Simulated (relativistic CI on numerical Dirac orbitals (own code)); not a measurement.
# Co2+: 2p photoemission

Computed with this model: Dirac-Coulomb-Breit CI, orbitals from a KLI potential per configuration, QED by a radiative potential, valence Slater integrals scaled by 0.7, multiplet model of photoemission in the sudden approximation; configurations [Ar] 3d7 → [He] 2s2 2p5 3s2 3p6 3d7; 80 K; Lorentzian 0.35 eV and Gaussian 0.6 eV FWHM. Energies are those of the free ion, without screening or charge transfer. The energies are binding energies and can lie tens of eV above those of solids. S is read from ⟨S²⟩ = S(S + 1).

Field parameters in Wybourne normalisation: D4h B²₀ = −7Ds, B⁴₀ = 21(Dq − Dt), B⁴₄ = 21√(5/14) Dq. The field is a parameter set, without covalency.

Computed curve for D4h, 10Dq = 11250, Ds = 1200, Dt = -270 cm⁻¹, scaled to 100 at the maximum (points under 2 are left out and the grid is thinned):

```
Energy (eV)  Intensity
      810.7        2.1
      811.0        2.7
      811.2        3.3
      811.5        4.8
      811.8        8.0
      812.1       17.6
      812.3       34.0
      812.6       77.7
      812.9      100.0
      813.2       76.3
      813.4       65.4
      813.7       80.2
      814.0       98.6
      814.3       82.6
      814.5       66.1
      814.8       55.3
      815.1       48.8
      815.4       39.2
      815.6       32.9
      815.9       24.8
      816.2       20.7
      816.5       19.0
      816.7       18.4
      817.0       18.5
      817.3       18.3
      817.6       15.8
      817.8       14.0
      818.1       13.6
      818.4       13.4
      818.7       11.0
      818.9        8.9
      819.2        6.2
      819.5        4.2
      819.8        3.0
      820.0        2.7
      820.3        2.3
      827.1        2.3
      827.4        3.5
      827.6        5.0
      827.9       10.9
      828.2       27.1
      828.5       46.8
      828.7       52.1
      829.0       61.2
      829.3       78.0
      829.6       71.5
      829.8       55.4
      830.1       32.0
      830.4       20.1
      830.7       15.3
      830.9       13.1
      831.2       10.7
      831.5        9.9
      831.8        8.7
      832.0        7.2
      832.3        4.9
      832.6        3.6
      832.9        3.0
      833.1        2.6
      833.4        2.0
```

The ground state has S = 1.49, and the centroid lies at 819.42 eV.
